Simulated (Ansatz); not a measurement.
Ideal-gas functions of ClH₄N₂OV, SMILES `[NH]=[V]([NH2])([OH])[Cl]` at 400 K and 1 bar, from an Ansatz frequency run at PBE0-D4/def2-TZVP.

Molar mass 134.44 g/mol, point group C1 (symmetry number 1), electronic degeneracy 1, moments of inertia 138.008, 231.962, 248.576 u Å². Harmonic wavenumbers (cm⁻¹, unscaled): 167, 178, 215, 243, 268, 370, 405, 420, 441, 469, 523, 646, 664, 753, 813, 1103, 1530, 3560, 3618, 3693, 3909.

Use S(trans) = R[1.5 ln M + 2.5 ln T − 1.1517]; rotational temperatures θ = 24.2544 K / I; S(rot) = R[ln(√π/σ · √(T³/θAθBθC)) + 1.5]; for each mode x = 1.438777 ν̃/T, S = R[x/(eˣ − 1) − ln(1 − e⁻ˣ)] and H = RT x/(eˣ − 1); 1 cm⁻¹ = 0.0119627 kJ/mol; R = 8.31446 J/(mol·K).

**Question.** By hand: the entropy, in J/(mol·K).

**Answer.** Translation 176.1. Rotation: θ = 0.1757, 0.1046, 0.0976 K, giving 118.2. Vibration, mode by mode: 12.68, 12.16, 10.66, 9.69, 8.93, 6.53, 5.88, 5.63, 5.30, 4.89, 4.19, 2.95, 2.81, 2.18, 1.84, 0.80, 0.22, 0.00, 0.00, 0.00, 0.00, in all 97.3. Electronic 0.0. Sum 391.6 J/(mol·K).

**Question.** By hand: H − E and G − E in kJ/mol, counted from the electronic energy.

**Answer.** Zero-point energy ½ × 23988 × 0.0119627 = 143.5; thermal vibration 22.5; translation, rotation and pV give 4 RT = 13.3. H − E = 179.3 kJ/mol, and G − E = 179.3 − 400 × 391.6/1000 = 22.7 kJ/mol.

Vibration gives 25 % of the entropy. The sum counts one conformer and one mirror image; others add a mixing term.
